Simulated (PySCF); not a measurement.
B3LYP has the VWN-RPA correlation part, as in Gaussian. 

## C$_{2}$H$_{5}$S, SMILES `[CH](S)C` (C–C–S–H torsion 24°) (charge 0, multiplicity 2)

All values below come from B3LYP-D3(BJ)/def2-TZVP (PySCF).

```yaml
highest_occupied_spin_orbital: -4.76 eV
dipole_moment: 1.15 D
total_energy: -12991.59 eV
cost: about 60 core-seconds (a rough figure)
```

```xyz
8

C     -0.8482    -0.1443     0.0125
C      0.3826     0.6854    -0.0670
S      1.9733     0.0377     0.1263
H     -1.0507    -0.4957     1.0343
H     -1.7187     0.4258    -0.3168
H     -0.7729    -1.0355    -0.6189
H      0.3386     1.7590     0.0507
H      1.6959    -1.2324    -0.2212
```
Charge 0, spin multiplicity 2.
